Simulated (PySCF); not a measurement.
Job file and geometry (Å, from GFN2-xTB) of an NMR shielding run on SMILES C#C[SiH2]/C(=C/C)[S@@](C)=O, C6H10OSSi, GIAO PBE0/pcSseg-1 NMR shielding, non-relativistic, gas phase (PySCF 2.14.0, density-fitted response routines); density fitting, a coarse starting grid and PySCF grid level 2 are the driver's defaults:

```
$ OMP_NUM_THREADS=1 python probes_run.py task.json out

{"job": {"kind": "nmr", "xc": "PBE0", "basis": "pcSseg-1"}, "charge": 0, "multiplicity": 1}
C      3.229458     0.669920     1.153241
C      2.594891     0.163823     0.265873
Si     1.593389    -0.603040    -1.096800
C     -0.167097    -0.610935    -0.397725
C     -0.599491    -1.350586     0.614851
C     -2.006627    -1.354605     1.126335
S     -1.369683     0.451740    -1.246832
C     -0.804015     1.982921    -0.372869
O     -0.875682     0.572929    -2.622482
H      3.787766     1.109979     1.929765
H      1.721951     0.225074    -2.288573
H      2.012424    -1.993248    -1.309777
H      0.097772    -2.003750     1.125517
H     -2.333408    -0.346250     1.375225
H     -2.683324    -1.737756     0.362789
H     -2.096042    -1.976313     2.012784
H     -0.980123     1.856218     0.689138
H      0.250881     2.135699    -0.571985
H     -1.382844     2.817433    -0.755937
```

**Question.** Write the output of this run.

**Answer.** 
```
coarse grid: 17056 points
cycle   1  E = -996.4804887199  dE =  1.272e+00  |g| = 9.445e-01  |ddm| = 4.208e+00
cycle   2  E = -995.8184932522  dE =  6.620e-01  |g| = 2.011e+00  |ddm| = 4.044e+00
cycle   3  E = -996.6390640366  dE = -8.206e-01  |g| = 3.137e-01  |ddm| = 3.459e+00
cycle   4  E = -996.6613522609  dE = -2.229e-02  |g| = 9.574e-02  |ddm| = 4.659e-01
cycle   5  E = -996.6632289528  dE = -1.877e-03  |g| = 4.180e-02  |ddm| = 1.340e-01
cycle   6  E = -996.6636145938  dE = -3.856e-04  |g| = 1.535e-02  |ddm| = 4.413e-02
cycle   7  E = -996.6636722438  dE = -5.765e-05  |g| = 3.825e-03  |ddm| = 1.325e-02
cycle   8  E = -996.6636758194  dE = -3.576e-06  |g| = 9.335e-04  |ddm| = 4.746e-03
final grid: 155848 points
cycle   9  E = -996.7317375184  dE = -2.798e-05  |g| = 1.159e-02  |ddm| = 3.645e-02
cycle  10  E = -996.7316873850  dE =  5.013e-05  |g| = 1.898e-02  |ddm| = 3.310e-02
cycle  11  E = -996.7317668097  dE = -7.942e-05  |g| = 3.226e-03  |ddm| = 2.459e-02
cycle  12  E = -996.7317688235  dE = -2.014e-06  |g| = 3.675e-04  |ddm| = 3.371e-03
cycle  13  E = -996.7317688487  dE = -2.522e-08  |g| = 2.254e-04  |ddm| = 6.113e-04
cycle  14  E = -996.7317688605  dE = -1.174e-08  |g| = 6.858e-05  |ddm| = 2.208e-04
cycle  15  E = -996.7317688615  dE = -1.033e-09  |g| = 2.385e-05  |ddm| = 7.244e-05
cycle  16  E = -996.7317688616  dE = -1.253e-10  |g| = 8.704e-06  |ddm| = 2.292e-05
converged SCF energy = -996.7317688616

GIAO shielding tensors (ppm)
atom      isotropic    diamagn.    paramagn.     s11        s22        s33       span
  0 C       82.975     261.719    -178.744     -1.949      5.590    245.285    247.234
  1 C       96.822     260.886    -164.064     -5.417      6.808    289.077    294.494
  2 Si     438.579     881.628    -443.049    428.036    440.878    446.822     18.786
  3 C       21.064     268.884    -247.820    -64.293     31.385     96.100    160.392
  4 C       37.141     255.444    -218.303    -80.367     31.948    159.842    240.210
  5 C      168.896     249.157     -80.261    154.643    169.168    182.878     28.235
  6 S      196.908    1054.592    -857.684     48.515    133.883    408.324    359.809
  7 C      139.794     256.070    -116.276    107.915    129.101    182.368     74.452
  8 O      288.574     397.218    -108.645     92.001    306.961    466.759    374.758
  9 H       29.729      33.762      -4.034     24.639     24.790     39.757     15.117
 10 H       26.309      28.779      -2.470     22.330     26.466     30.131      7.800
 11 H       27.268      28.361      -1.093     23.829     25.278     32.698      8.869
 12 H       24.896      33.885      -8.989     21.923     23.440     29.326      7.403
 13 H       29.955      30.961      -1.006     24.798     30.766     34.302      9.504
 14 H       29.390      28.958       0.433     25.160     28.427     34.583      9.423
 15 H       29.867      28.337       1.530     25.653     28.003     35.945     10.292
 16 H       29.959      33.449      -3.490     26.955     28.279     34.643      7.688
 17 H       28.882      33.312      -4.430     25.026     29.791     31.829      6.804
 18 H       29.175      29.991      -0.817     26.057     26.841     34.627      8.570
```

**Question.** Turn these shieldings into chemical shifts. Referencing at the same level of theory: $^{13}$C (σref 186.93) and $^{29}$Si (σref 349.16) and $^{1}$H (σref 31.72) vs TMS; CS2 for $^{33}$S (σref 503.73); $^{17}$O (σref 336.08) against H2O.

**Answer.** Averaging equivalent atoms: C 3: 165.9; C 4: 149.8; C 0: 103.9; C 1: 90.1; C 7: 47.1; C 5: 18.0; Si 2: -89.4; S 6: 307; O 8: 47.5; H 12: 6.82; H 10: 5.41; H 11: 4.45; H 16/17/18: 2.38; H 9: 1.99; H 13/14/15: 1.98 ppm. Experimental scales use liquid or dissolved standards, which lie at an offset from isolated H2O (liquid H2O: subtract about 36 ppm).

Size and cost of the density-fitted run: 217 basis functions, 52 s wall time on 1 thread of an Arm Neoverse V1, shared host; peak memory 0.97 GiB.
